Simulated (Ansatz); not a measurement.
The same path of C2H5BSi (9 atoms, charge 0, multiplicity 1) was run twice with different band settings. The coordinate that changes most is the dihedral H5–Si1–C2–C3.

Method: Ansatz, RKS PBE0-D4/def2-SVP.

Relaxed end points:

```xyz
9
Properties=species:S:1:pos:R:3
Si -0.458 1.136 -0.882
C 0.128 -0.216 0.254
C 0.216 -1.570 0.361
B 0.742 -0.788 1.486
H -1.063 0.581 -2.131
H -1.476 1.958 -0.164
H 0.706 2.000 -1.240
H -0.054 -2.443 -0.239
H 1.259 -0.659 2.555
```

```xyz
9
Properties=species:S:1:pos:R:3
Si -0.371 1.058 -1.011
C 0.153 -0.240 0.214
C -0.331 -1.076 1.173
B 1.115 -1.126 0.928
H 0.013 0.605 -2.381
H -1.846 1.297 -0.963
H 0.346 2.330 -0.697
H -1.300 -1.315 1.618
H 2.222 -1.532 1.119
```

Common settings: movable images 7; climbing image yes; optimiser quadratic models (default); start path IDPP; force threshold 0.05 eV/Å; end points relaxed.

| run | spring | iteration limit |
| --- | --- | --- |
| 1 | 5.0 eV/Å² | 59 |
| 2 | 0.5 eV/Å² | 60 |

Q: What does each run give, and how far can it be trusted?

A: Run 1: converged after 4 iterations, highest image 0.014 eV above the first end. A vibrational analysis at the climbing image gives one clearly imaginary mode, 71i cm⁻¹: a first-order saddle point.
Run 2: converged after 4 iterations, highest image 0.014 eV above the first end. Another band between the same ends (7 images) ends at a top of the same energy, where a vibrational analysis finds 1 clearly imaginary mode.
